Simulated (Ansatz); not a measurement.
A run for Ansatz (a first-principles code): U-r2SCAN/def2-TZVPP on ClHPb (SMILES [Cl][PbH]), a point of a bond scan (R = 3.260 Å). Elements past Kr take the def2 small-core potentials; no spin–orbit coupling.

Ansatz 0.2 input:
```yaml
crystal:
  periodic: [false, false, false]
  atoms:
    - {symbol: Pb, position_ang: [-0.21816163, -0.21253453, 0.29359630]}
    - {symbol: H, position_ang: [-2.24728812, -1.39270250, -1.96820100]}
    - {symbol: Cl, position_ang: [1.13334803, 1.07733808, -1.35741397]}
basis:
  gaussian:
    orbitals: def2-TZVPP
hamiltonian:
  xc: {name: r2SCAN}
magnetization: {spin_polarized: true, initial_magnetization: 0}
```

It printed:

```
WARN ansatz: RAYON_NUM_THREADS=1 ignored (pool sized by the plan → 1); use --threads N
Functional definition: r2SCAN
integrals: 0.03 GiB planned
735 factors; their error is unknown
mean field: 0.33 GiB planned
mean field evaluation 1: about -17783.8803 eV, gradient 1.8e1 eV
mean field evaluation 2: about -17749.5914 eV, gradient 6.7e1 eV
mean field evaluation 4: about -17785.4412 eV, gradient 1.6e1 eV
mean field evaluation 8: about -17787.9539 eV, gradient 7.7e-1 eV
mean field evaluation 16: about -17787.9464 eV, gradient 6.3e-3 eV
mean field evaluation 32: about -17788.2092 eV, gradient 9.1e-6 eV
mean field evaluation 64: about -17787.5467 eV, gradient 4.7e0 eV
mean field -17788.20915562 eV, -653.7046291878 hartree, gradient 9.1e-6 eV, S^2 0.624549; 7 other end points of the search recorded, 0 dependent functions left out
reference -17788.20917397 eV, -653.7046298620 hartree; 20, 20 occupied and 86, 86 virtual orbitals, 735 factors
Total energy: -17788.20917397 eV, -653.7046298620 hartree
```

The run converged. Its determinant has ⟨S²⟩ = 0.62, a mixture of spin states.

Cost: roughly 25 core-seconds.
